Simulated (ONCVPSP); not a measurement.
# Logarithmic derivatives: oxygen, ONCV

ONCVPSP 4.0.1 input, shortened (lines: element, Z, core and valence counts, functional; n l f; lmax; l rc ep ncon nbas qcut; lloc lpopt rc5 dvloc0; l nproj debl; icmod fcfact rcfact), PBE, scalar-relativistic:

```
  O 8.00    1    2        4      upf
    1    0    2.00
    2    0    1.75
    2    1    4.25
    1
    0    0.85    0.00    4    7    6.30
    1    1.40    0.00    4    8   10.50
    4    3    0.75   -1.00
    0    1    3.90
    1    1    2.60
    2    0.35    1.00
```

The phase is arctan(r·R′/R) of the radial function R(r), unwrapped; energies in Ha, scanned from -2 to 5 Ha. A pole is an energy at which the radial function vanishes at the test radius. The pseudo phase is shifted by a multiple of π to meet the all-electron one at the reference energy, and phase errors are pseudo minus all-electron; the curves can meet again beyond the range given. Levels narrower than the energy grid can be missing from the lists of poles.

Q: For each channel, where are the poles, and over which energies does the pseudopotential scatter like the atom?

A:

```tsv
channel	radius (bohr)	reference energy (Ha)	poles, all-electron	poles, pseudo	unbroken range about the reference energy with phases within 0.05 rad	phase error 1 Ha above the reference energy (rad)
s	0.86	-0.88	none	none	the whole range	-0.002
p	1.42	-0.34	0.64	0.66	below 2.2	+0.004
```

Phases in the s channel:

```csv
E (Ha),all-electron,pseudo
-1.98,-0.352,-0.355
-1.80,-0.431,-0.433
-1.62,-0.507,-0.508
-1.44,-0.579,-0.580
-1.26,-0.647,-0.647
-1.08,-0.711,-0.711
-0.90,-0.770,-0.770
-0.72,-0.825,-0.825
-0.54,-0.876,-0.876
-0.36,-0.923,-0.924
-0.18,-0.967,-0.968
0.00,-1.007,-1.008
0.18,-1.044,-1.046
0.36,-1.078,-1.081
0.54,-1.110,-1.113
0.72,-1.140,-1.143
0.90,-1.167,-1.171
1.08,-1.193,-1.198
1.26,-1.216,-1.222
1.44,-1.239,-1.245
1.62,-1.260,-1.267
1.80,-1.279,-1.288
1.98,-1.298,-1.307
2.16,-1.315,-1.325
2.34,-1.331,-1.343
2.52,-1.347,-1.359
2.70,-1.361,-1.375
2.88,-1.375,-1.390
3.06,-1.389,-1.404
3.24,-1.401,-1.418
3.42,-1.413,-1.432
3.60,-1.425,-1.444
3.78,-1.436,-1.457
3.96,-1.446,-1.469
4.14,-1.457,-1.481
4.32,-1.467,-1.493
4.50,-1.476,-1.504
4.68,-1.485,-1.516
4.86,-1.494,-1.526
```
